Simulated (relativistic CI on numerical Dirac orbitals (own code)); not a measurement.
**Spin-allowed bands of a d8 ion in an octahedral site, by hand**

Problem. Take Δ = 6600 cm⁻¹ and B = 600 cm⁻¹ for a d8 ion in an octahedral site. Calculate the three spin-allowed bands.

Working.
1. The terms of highest spin are 3F (energy 0) and 3P (15B = 9000 cm⁻¹). Here the F term splits into A2 at −1.2Δ = -7920, T2 at −0.2Δ = -1320 and T1 at +0.6Δ = 3960 cm⁻¹.
2. The two T1 states mix through the element 0.4Δ: H = [[3960, 2640], [2640, 9000]], with roots ½(H₁₁ + H₂₂) ∓ ½√[(H₂₂ − H₁₁)² + 4H₁₂²] = ½(12960) ∓ ½(7299) = 2830 and 10130 cm⁻¹.
3. The ground term is 3A2 at -7920 cm⁻¹.
4. Bands: 3T2 6600 cm⁻¹ (1515 nm), 3T1(F) 10750 cm⁻¹ (930 nm), 3T1(P) 18050 cm⁻¹ (554 nm).

Check. Exact diagonalisation of the whole d8 shell with these parameters gives 3T2 6600, 3T1 10750, 3T1 18050 cm⁻¹. The match is exact, since without spin-orbit coupling no other term has this spin. The ratio of the second band to the first, 1.629, depends on Δ/B = 11.0 alone, which is how a Tanabe-Sugano diagram is read.
